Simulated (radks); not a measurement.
Q: Valence configurations of the lead ion Pb3+ (all share [Xe]). All-electron calculation, scalar-relativistic Kohn-Sham, PBEsol, spin-polarised, spherical densities, finite nucleus; open shells are filled with parallel spins first (spin-orbit coupling, left out, can overturn this in heavy ions); Fermi nuclear charge, rms radius 5.5012 fm. Program: a radial shooting solver on a logarithmic mesh with Libxc functionals. Order these by energy: 4f13 5d10 6s2; 4f13 5d10 6s1 6p1; 4f14 5d10 6s1; 4f14 5d8 6s1 6p2; 4f14 5d9 6s0.5 6p1.5; 4f12 5d9 6s0.5 6p3.5; 4f14 5d10 6p1; 4f14 5d9.5 6s1.5; 4f14 5d9.5 6s1 6p0.5; 4f14 5d9 6s1 6p1.

A: From the lowest, in eV above it: 4f14 5d10 6s1 0.000; 4f14 5d9.5 6s1.5 6.299; 4f14 5d10 6p1 11.570; 4f14 5d9.5 6s1 6p0.5 11.597; 4f14 5d9 6s1 6p1 23.655; 4f14 5d9 6s0.5 6p1.5 29.778; 4f14 5d8 6s1 6p2 49.236; 4f13 5d10 6s2 132.31; 4f13 5d10 6s1 6p1 143.54; 4f12 5d9 6s0.5 6p3.5 345.15. NIST lists [Xe] 4f14 5d10 6s1 as the ground configuration; this level of theory agrees among the configurations tried. The energies are those of spherical high-spin densities, not of single terms.
